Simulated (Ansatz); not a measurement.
Input for Ansatz (a program for electronic structure): U-wB97X-V/cc-pV(T+d)Z on AlF2H (SMILES [F][AlH][F]), a point of a bond scan (R = 1.243 Å). Files ending in .json are basis or fitting sets from the Basis Set Exchange.

Ansatz 0.2 input:
```yaml
crystal:
  periodic: [false, false, false]
  atoms:
    - {symbol: Al, position_ang: [-0.29735585, -0.20000769, -0.23453486]}
    - {symbol: H, position_ang: [-1.16020373, -0.78037700, -0.91509288]}
    - {symbol: F, position_ang: [-0.21997505, 1.44163617, -0.18460638]}
    - {symbol: F, position_ang: [0.80236859, -1.04990625, 0.64396034]}
basis:
  gaussian:
    orbitals: cc-pV_T+d_Z.json
hamiltonian:
  xc: {name: wB97X-V}
magnetization: {spin_polarized: true, initial_magnetization: 0}
```

The head of its log:

```
WARN ansatz: RAYON_NUM_THREADS=1 ignored (pool sized by the plan → 1); use --threads N
Functional definition: wB97X-V
integrals: 0.04 GiB planned
647 factors; their error is unknown
integrals: 0.08 GiB planned
138 factors; integrals over basis functions are off by at most 1.9e-5 eV
mean field: 0.55 GiB planned
mean field evaluation 1: about -12045.5013 eV, gradient 3.5e1 eV
mean field evaluation 2: about -12044.5136 eV, gradient 4.4e1 eV
```

Problem. Predict the final total energy.

Solution. -442.8006 hartree.
